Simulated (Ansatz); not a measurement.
Molecule: dialuminium oxide, Al2O, net charge 0, singlet state. 
Coordinates optimised at B3LYP-D3(BJ)/def2-TZVP (Ansatz, a program for electronic structure):
SMILES: [Al][O][Al]
```xyz
3

Al     0.0000     0.0000    -1.7104
O      0.0000     0.0000     0.0000
Al     0.0000     0.0000     1.7104
```
Charge 0, spin multiplicity 1.

Computed values are from Ansatz. Cores are frozen in the correlated levels unless marked. Open shells are spin-unrestricted. No spin-orbit coupling. No relativistic terms. CBS(X,Y): correlation extrapolated as X^-3; Hartree-Fock from the larger set.

```
Item                                                                           Value
---------------------  -------------------------------------------------------------
atomisation energy De  1068.9 kJ/mol at CCSD(T)/CBS(aug-cc-pV(T+d)Z,aug-cc-pV(Q+d)Z)
total energy            -559.2800 Eh at CCSD(T)/CBS(aug-cc-pV(T+d)Z,aug-cc-pV(Q+d)Z)
dipole moment                                      0.00 D at CCSD(T)/aug-cc-pV(D+d)Z
T1 diagnostic                                          0.017 at CCSD/aug-cc-pV(Q+d)Z
```
